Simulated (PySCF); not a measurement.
CdGeH3I, SMILES [GeH3][Cd][I].

Geometry: r2SCAN-D4/def2-SVP. The structure was generated by enumeration; whether it is a known compound was not checked. The def2 effective core potentials stand for the cores of Cd, I; spin–orbit coupling is left out.

Method: PBE/def2-TZVPD (PySCF).

Symmetry labels are those of the subgroup Cs that the program uses (full group C3v).

List the valence orbital energies around the gap with their symmetry. (The exact figures need the calculation; the answer reports its results.)


| orbital | symmetry | energy (eV) |
|---|---|---|
| HOMO−7 | A" | -13.27 |
| HOMO−6 | A' | -13.11 |
| HOMO−5 | A" | -8.60 |
| HOMO−4 | A' | -8.60 |
| HOMO−3 | A' | -8.37 |
| HOMO−2 | A' | -6.79 |
| HOMO−1 | A' | -6.32 |
| HOMO | A" | -6.32 |
| LUMO | A' | -2.19 |
| LUMO+1 | A" | -1.81 |
| LUMO+2 | A' | -1.81 |
| LUMO+3 | A' | -0.30 |
